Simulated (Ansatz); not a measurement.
F3Ga, SMILES `[F][Ga]([F])[F]` with one electron removed (charge 1, multiplicity 2), frozen-core CCSD(T)/cc-pVTZ // PBE0-D4/def2-TZVP (Ansatz, an electronic-structure program). The run hit its time limit unfinished.

Ansatz 0.2 input:
```yaml
crystal:
  periodic: [false, false, false]
  atoms:
    - { symbol: F, position_ang: [1.504229, -0.83467, 0.11522] }
    - { symbol: Ga, position_ang: [0.000111, 0.000028, 0.000193] }
    - { symbol: F, position_ang: [-1.471935, -0.889125, -0.122057] }
    - { symbol: F, position_ang: [-0.032406, 1.723768, 0.006643] }
basis:
  gaussian: { orbitals: cc-pVTZ }
correlation:
  method: ccsd_t
total_charge: 1
magnetization:
  spin_polarized: true
  initial_magnetization: 1
```

The last lines of the output:

```
determinant -60443.74715848 eV, -2221.2667378307 hartree, with singles and doubles -60468.14577620 eV, -2222.1633704939 hartree
determinant -60443.74460215 eV, -2221.2666438873 hartree, with singles and doubles -60468.61765820 eV, -2222.1807118376 hartree
determinant -60442.70070928 eV, -2221.2282815321 hartree, with singles and doubles -60467.68308342 eV, -2222.1463668479 hartree
determinant -60445.86021394 eV, -2221.3443911868 hartree, with singles and doubles -60468.92880589 eV, -2222.1921463045 hartree
determinant -60445.85952713 eV, -2221.3443659471 hartree, with singles and doubles -60468.92818351 eV, -2222.1921234324 hartree
determinant -60445.85917278 eV, -2221.3443529249 hartree, with singles and doubles -60468.92786445 eV, -2222.1921117072 hartree
determinant -60445.72643187 eV, -2221.3394747861 hartree, with singles and doubles -60468.75027513 eV, -2222.1855854200 hartree
determinant -60445.72577977 eV, -2221.3394508220 hartree, with singles and doubles -60468.74966384 eV, -2222.1855629556 hartree
determinant -60444.36502434 eV, -2221.2894439823 hartree, with singles and doubles -60468.64653699 eV, -2222.1817731135 hartree
determinant -60445.86021394 eV, -2221.3443911868 hartree, with singles and doubles -60468.97400019 eV, -2222.1938071644 hartree
determinant -60445.85952713 eV, -2221.3443659471 hartree, with singles and doubles -60468.97342524 eV, -2222.1937860353 hartree
determinant -60445.85917278 eV, -2221.3443529249 hartree, with singles and doubles -60468.97313110 eV, -2222.1937752260 hartree
determinant -60445.72643187 eV, -2221.3394747861 hartree, with singles and doubles -60468.77883157 eV, -2222.1866348497 hartree
determinant -60445.72577977 eV, -2221.3394508220 hartree, with singles and doubles -60468.77824982 eV, -2222.1866134708 hartree
determinant -60444.36502434 eV, -2221.2894439823 hartree, with singles and doubles -60468.64809897 eV, -2222.1818305152 hartree
determinant -60444.36461841 eV, -2221.2894290646 hartree, with singles and doubles -60468.64774720 eV, -2222.1818175881 hartree
determinant -60444.05813012 eV, -2221.2781658278 hartree, with singles and doubles -60468.83544719 eV, -2222.1887154355 hartree
determinant -60444.01010450 eV, -2221.2764009190 hartree, with singles and doubles -60468.66317956 eV, -2222.1823847167 hartree
determinant -60443.74460215 eV, -2221.2666438873 hartree, with singles and doubles -60468.61696022 eV, -2222.1806861872 hartree
```
